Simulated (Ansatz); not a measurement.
Ideal-gas functions of CH3ClGa, SMILES `[CH3][Ga][Cl]` radical at 298.15 K and 1 bar, from an Ansatz frequency run at PBE0-D4/def2-TZVP.

Molar mass 120.21 g/mol, point group Cs (symmetry number 1), electronic degeneracy 2, moments of inertia 35.405, 161.94, 194.145 u Å². Harmonic wavenumbers (cm⁻¹, unscaled): 58, 132, 378, 510, 621, 723, 1157, 1426, 1437, 3055, 3151, 3182.

Use S(trans) = R[1.5 ln M + 2.5 ln T − 1.1517]; rotational temperatures θ = 24.2544 K / I; S(rot) = R[ln(√π/σ · √(T³/θAθBθC)) + 1.5]; for each mode x = 1.438777 ν̃/T, S = R[x/(eˣ − 1) − ln(1 − e⁻ˣ)] and H = RT x/(eˣ − 1); 1 cm⁻¹ = 0.0119627 kJ/mol; R = 8.31446 J/(mol·K).

Task: By hand: the entropy, in J/(mol·K).

Result: Translation 168.6. Rotation: θ = 0.6851, 0.1498, 0.1249 K, giving 106.4. Vibration, mode by mode: 18.93, 12.20, 4.38, 2.65, 1.74, 1.17, 0.21, 0.07, 0.06, 0.00, 0.00, 0.00, in all 41.4. Electronic 5.8. Sum 322.2 J/(mol·K).

Task: By hand: H − E and G − E in kJ/mol, counted from the electronic energy.

Result: Zero-point energy ½ × 15830 × 0.0119627 = 94.7; thermal vibration 6.1; translation, rotation and pV give 4 RT = 9.9. H − E = 110.7 kJ/mol, and G − E = 110.7 − 298.15 × 322.2/1000 = 14.6 kJ/mol.

Vibration gives 13 % of the entropy, 31.1 J/(mol·K) of it from the modes under 150 cm⁻¹: soft modes count most, and the harmonic formula is weakest for them.
